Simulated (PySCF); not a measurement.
# SF6: breathing scan

Method: PBE0/[S def2-TZVP, F def2-TZVP], no relativity, density fitting, PySCF.

Rigid scan from the singlet minimum (S–F 1.565 Å (×6); F–S–F 90.0° (×12), F–S–F 180.0° (×3)). Coordinate: all bonds to the central atom scaled together. Energies in kJ/mol from the minimum.

```tsv
scale of all bonds to the centre	E (kJ/mol)
0.88	666.8
0.92	255.2
0.96	55.2
1.00	0.0
1.04	42.0
1.08	147.4
1.14	374.4
1.22	731.4
1.35	1307.0
```

At long bonds a restricted determinant can lie too high, and another spin state can fall below this curve.

Other isomers or separated fragments may lie lower.
